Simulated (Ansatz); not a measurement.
Two structures of CH$_{6}$SSn, singlet, reached by relaxing down either side of one saddle point (PBE0-D4/def2-TZVP). Energies are electronic, without zero-point energy. Computed with Ansatz 0.2.0 (basis: def2-TZVPP and def2-QZVPP); correlated methods freeze the cores. Filled d shells of the heavier atoms are correlated. Core potentials replace the inner electrons of the atoms past krypton. The def2 sets are not built for correlating such inner shells, so the correlated values are less sure here. Extrapolation: Hartree–Fock as exp(−7.88 √X), correlation as X^−2.97. First:

```xyz
9
angstrom
Sn -0.4694 0.4554 -0.6217
S 1.4158 -0.0135 -2.0513
C -0.2527 -0.6301 1.2043
H -0.1635 -1.6932 0.9832
H -1.8201 -0.0644 -1.5252
H -0.5372 2.1399 -0.3344
H 2.3015 0.5670 -1.2250
H -1.1193 -0.4645 1.8455
H 0.6451 -0.2967 1.7245
```

Second:

Sn1  (-0.949, 0.681, -0.064)
S2  (1.626, -0.454, -1.957)
C3  (-0.856, -0.201, 1.674)
H4  (1.497, -1.541, -1.180)
H5  (-1.919, 0.124, -1.339)
H6  (-0.269, 2.206, -0.366)
H7  (2.453, 0.136, -1.080)
H8  (-1.333, -1.158, 1.839)
H9  (-0.250, 0.205, 2.473)
(Å)

Which bonds change from the first to the second?

CH₆SSn ([CH3][SnH2][SH]) → CH₄Sn ([CH2][SnH2]) + H₂S; bonds formed: S2–H4; bonds broken: Sn1–S2, C3–H4.

Give the saddle point's structure and its height above each. (Judge from chemistry; the value comes from the calculation.)

Computed: 3.198 eV above the first and 0.346 eV above the second (CCSD(T) at an estimated basis limit (MP2 extrapolated from triple and quadruple zeta, plus CCSD(T) − MP2 in triple zeta)).
Sn1  (-0.894, 0.716, -0.228)
S2  (1.321, -0.692, -1.498)
C3  (-0.337, -0.517, 1.258)
H4  (0.881, -0.980, -0.151)
H5  (-2.004, 0.320, -1.460)
H6  (-0.222, 2.261, -0.505)
H7  (2.187, 0.232, -1.051)
H8  (-1.047, -1.302, 1.511)
H9  (0.114, -0.038, 2.124)
(Å)

T1 diagnostic: at most 0.018. The restricted Hartree–Fock reference is unstable towards an unrestricted one at one or more of these structures.

Labels in which every atom is bracketed show which atoms are joined, not bond orders.

For scale, one of the runs: CCSD(T)/def2-TZVPP, 207 basis functions, launched by `ansatz run in.yaml --threads 4 --pin off --events-out ev --progress --plain --max-ram 9574MiB`. Time: 73 s of wall clock on 4 CPU threads of an Arm Neoverse V2; the host was shared. Peak host memory: 2.9 GiB.
